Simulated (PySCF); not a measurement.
All values below come from PBE-D3(BJ)/def2-TZVP run with PySCF 2.14.0. Isolated molecules, 0 K electronic values unless said otherwise. One relaxed conformer stands for a flexible species; it need not be the lowest. Excitations are Tamm–Dancoff values on a coarser integration grid. The basis has no diffuse functions, so Rydberg states are missing or too high.

Reference species (SMILES): `[SH][Al]([SH])[SH]` (neutral, multiplicity 1).

The S1 oscillator strength is 0.000. The S1–T1 gap (TDA) is 0.23 eV. The S1 excitation (TDA) is 5.10 eV and the T1 excitation (TDA) comes out as 4.87 eV.

Changed species: `[NH2][Al]([SH])[SH]` (S–Al–S–H torsion -16°, S–Al–S–H torsion -17°) (2 of 3 NH2 replaced by SH; the reference has 3 of 3 NH2 replaced by SH).

Predict the effect on the S1 oscillator strength, S1–T1 gap (TDA), S1 excitation (TDA) and T1 excitation (TDA).

the S1 oscillator strength stays essentially unchanged; the S1–T1 gap (TDA) goes up by 0.03 eV, to 0.26 eV; the S1 excitation (TDA) falls by 0.06 eV, to 5.04 eV; the T1 excitation (TDA) falls by 0.09 eV, to 4.78 eV.
